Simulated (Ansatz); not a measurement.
Total energies of CH5GeIO (`C[O][GeH2][I]`).

Z-matrix (Å, degrees):
```
C
O 1 1.411
H 1 1.098 2 112.2
H 1 1.098 2 112.2 3 122.4
H 1 1.092 2 107.7 3 -118.8
Ge 2 1.773 1 117.1 3 -61.1
I 6 2.492 2 105.1 1 179.6
H 6 1.538 2 109.8 1 -62.6
H 6 1.538 2 109.8 1 61.8
```

The species carries charge 0 and has multiplicity 1. Correlated methods include outer-core shells of Ge, I, which these sets cover unevenly. Scalar relativity is left out up to krypton. I takes the def2 core potential. The structure was optimised at the PBE0-D4/def2-TZVP level. It is one conformer, not always the lowest. Basis def2-TZVPP, Ansatz 0.2.0.

RPA on PBE orbitals: Hartree–Fock energy of these orbitals -2487.70229 Eh, correlation -1.68286 Eh (frozen core).

| functional | energy without D4 (Eh) | D4 term (kJ/mol) |
| --- | --- | --- |
| LDA (SPW92) | -2486.63127 | – |
| PBE | -2490.67037 | -18.8 |
| revPBE | -2490.97942 | -51.2 |
| BLYP | -2491.09847 | -40.4 |
| r2SCAN | -2491.18456 | -4.5 |
| B97M-V | -2490.71459 | – |
| PBE0 | -2490.75969 | -16.1 |
| B3LYP | -2491.28577 | -30.6 |
| r2SCANh | -2491.16048 | -4.9 |
| r2SCAN0 | -2491.12584 | -5.4 |
| HSE06 (plane-wave form) | -2490.75272 | -15.2 |
| BHLYP | -2491.00825 | -26.4 |
| CAM-B3LYP | -2491.21632 | -16.7 |
| LC-ωPBE | -2490.83647 | – |
| ωB97X-V | -2490.90170 | – |
| ωB97M-V | -2490.95345 | – |
| B2PLYP | -2490.51649 | – |
| PBE-QIDH | -2490.26742 | – |

B3LYP takes the VWN-RPA correlation (the form of Gaussian; ORCA's B3LYP/G). HSE06 is the plane-wave form, built on full-range PBE exchange. The double hybrids freeze the cores in their second-order part.

LC-ωPBE has ω = 0.4 bohr⁻¹.
